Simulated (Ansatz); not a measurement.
```xyz
11

C     0.6933   -1.7806    0.3696
C     0.2195   -0.5653    0.1167
C    -0.7233   -0.1134   -0.9191
C    -0.8847    1.2195   -0.7576
Si    0.2891    1.2278    0.6875
H     0.3988   -2.6417   -0.2257
H     1.3918   -1.9646    1.1779
H    -1.1907   -0.7563   -1.6664
H    -1.5110    1.8719   -1.3508
H     1.5795    1.9544    0.5354
H    -0.2623    1.5482    2.0326
```

Charge 0, multiplicity 1.

Question: List the PBE/def2-TZVPP orbital energies in eV (Ansatz). (Best estimate.)

Answer: Computed: Occupied: -1779.55, -269.61, -269.05, -269.01, -268.93, -137.28, -94.03, -94.00, -93.99, -20.61, -18.10, -14.57, -14.05, -11.82, -11.44, -10.76, -9.24, -9.16, -7.67, -7.64, -6.96, -5.99. Lowest empty: -2.01, -0.59, -0.43, 0.75, 1.07, 1.44, 1.68, 2.32.
